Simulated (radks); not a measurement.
Values are calculated unless marked as measured or tabulated.
These are the eigenvalues of the occupied orbitals of an atom or ion with whole-number occupations (hartree). Code: a radial shooting solver on a logarithmic mesh with Libxc functionals. Model: scalar-relativistic Kohn-Sham, r2SCAN, spin-polarised, spherical densities, finite nucleus; meta-GGA in the generalised Kohn-Sham scheme; Fermi nuclear charge, rms radius of each element as measured or else 0.836 A^(1/3) + 0.57 fm.

1s up: -2640.523
1s down: -2640.516
2s up: -462.4591
2s down: -462.4576
2p up: -404.0901
2p down: -404.0857
3s up: -110.7998
3s down: -110.7980
3p up: -93.50634
3p down: -93.50342
3d up: -73.86289
3d down: -73.85940
4s up: -26.78758
4s down: -26.78056
4p up: -21.08966
4p down: -21.08288
4d up: -13.90004
4d down: -13.89166
5s up: -7.41291
5s down: -7.34484
4f up: -5.91452
4f down: -5.90037
5p up: -5.86599
5p down: -5.79904

Which element is it, and in what charge state? The configuration may be excited. Open shells, if any, are filled with parallel spins first.

Answer. Z = 75, rhenium, charge +8: Re8+ in [Kr] 4d10 4f14 5s2 5p5. The list shows which subshells hold electrons but not how many an open one holds; the 1s level, -2640.5 hartree, gives Z - s = 72.7 by -(Z - s)^2/2, which with screening and relativity narrows Z to a few neighbours, and the depths of the outer levels then fix element, charge and occupations together.
